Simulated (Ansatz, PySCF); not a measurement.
Gas-phase reaction in SMILES: [C][C][C] + 6 [H][H] (H2) → 3 C (CH4)
Structures are relaxed separately at B3LYP-D3(BJ)/def2-TZVP in Ansatz (a quantum-chemistry and plane-wave program). Unstable Hartree-Fock reference: [C][C][C].

Quantity: energy of full hydrogenation (0 K, with B3LYP-D3(BJ) harmonic zero-point energies from PySCF), in eV. Cores are frozen in the correlated levels unless marked. No spin-orbit coupling. Non-relativistic. CBS(X,Y): correlation extrapolated as X^-3; Hartree-Fock from the larger set.

| level | program | energy of full hydrogenation (eV) | minus last row |
|---|---|---|---|
| HF/cc-pVTZ | Ansatz | -10.55 | -0.04 |
| HF/cc-pVQZ | Ansatz | -10.52 | -0.01 |
| PBE-D3(BJ)/def2-TZVPD | Ansatz + dftd3 | -10.72 | -0.21 |
| TPSS-D4/def2-TZVPD | PySCF + dftd4 | -10.06 | 0.45 |
| PBE0-D3(BJ)/def2-TZVP | Ansatz + dftd3 | -11.38 | -0.87 |
| PW6B95/def2-TZVPD | PySCF | -10.64 | -0.13 |
| MN15-D3(BJ)/def2-TZVPD | PySCF + dftd3 | -10.32 | 0.19 |
| wB97M-V/def2-TZVPD | Ansatz | -10.65 | -0.14 |
| wB97X/def2-TZVPD | Ansatz | -11.35 | -0.84 |
| B2GP-PLYP-D4/def2-TZVPD | Ansatz + dftd4 | -10.52 | -0.01 |
| MP2/STO-3G | Ansatz | -11.42 | -0.91 |
| MP2/CBS(cc-pVTZ,cc-pVQZ) | Ansatz | -10.77 | -0.26 |
| RI-MP2/aug-cc-pVTZ | Ansatz | -10.71 | -0.20 |
| RI-MP2/cc-pVTZ | Ansatz | -10.71 | -0.20 |
| RI-MP2/cc-pVQZ | Ansatz | -10.74 | -0.23 |
| SCS-MP2/cc-pVDZ | Ansatz | -10.34 | 0.17 |
| SCS-MP2/cc-pVTZ | Ansatz | -10.45 | 0.06 |
| CCSD(T)/6-31G | Ansatz | -9.39 | 1.12 |
| CCSD(T)/cc-pVDZ | Ansatz | -10.22 | 0.29 |
| CCSD(T)/cc-pVQZ | Ansatz | -10.46 | 0.05 |
| CCSD(T)/CBS(cc-pVTZ,cc-pVQZ) | Ansatz | -10.51 | 0.00 |
